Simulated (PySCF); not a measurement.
**How methods differ on the excitation energy of In⁺**

In⁺ [Kr] 4d10 5s2 (1S) → In⁺ [Kr] 4d10 5s1 6s1 (3S), as a difference of total energies. All numbers are calculated (PySCF 2.14, the spin-free X2C one-electron Hamiltonian (Gaussian nucleus), in aug-cc-pVQZ-DK3 (9s8p6d3f2g, 102 functions)). Correlated levels: valence: [Kr] 4d10 frozen. The calculations carry no spin-orbit coupling.

```
           method  excitation energy (cm⁻¹)  error (cm⁻¹)
              UHF                     81464        -12460
    MP2 (valence)                     86091         -7833
SCS-MP2 (valence)                     87615         -6308
   CCSD (valence)                     87458         -6466
```

Reference: 93923 cm⁻¹ (measured; NIST levels).

Errors of the correlated levels include the incompleteness of this basis and the frozen core.

With two correlated electrons CCSD is exact in that space.
